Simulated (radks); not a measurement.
Removal energies from the silver ion Ag7+, [Kr] 4d(3/2: 4, 5/2: 0), by Delta-SCF beside the eigenvalue of the level emptied. Calculated with a radial shooting solver on a logarithmic mesh with Libxc functionals: Dirac Kohn-Sham, PBE, spin-unpolarised, spherical densities, finite nucleus; Fermi nuclear charge, rms radius of each element as measured or else 0.836 A^(1/3) + 0.57 fm. Sub-shells are occupied by j as written (lower j first in brackets).

4d3/2: final configuration [Kr] 4d(3/2: 3, 5/2: 0); Delta-SCF (eV) 125.15; -eigenvalue (eV) 115.13
4p3/2: final configuration [Ar] 3d10 4s2 4p(1/2: 2, 3/2: 3) 4d(3/2: 4, 5/2: 0); Delta-SCF (eV) 181.23; -eigenvalue (eV) 170.16
4p1/2: final configuration [Ar] 3d10 4s2 4p(1/2: 1, 3/2: 4) 4d(3/2: 4, 5/2: 0); Delta-SCF (eV) 187.21; -eigenvalue (eV) 175.93
4s1/2: final configuration [Ar] 3d10 4s1 4p6 4d(3/2: 4, 5/2: 0); Delta-SCF (eV) 222.01; -eigenvalue (eV) 210.30
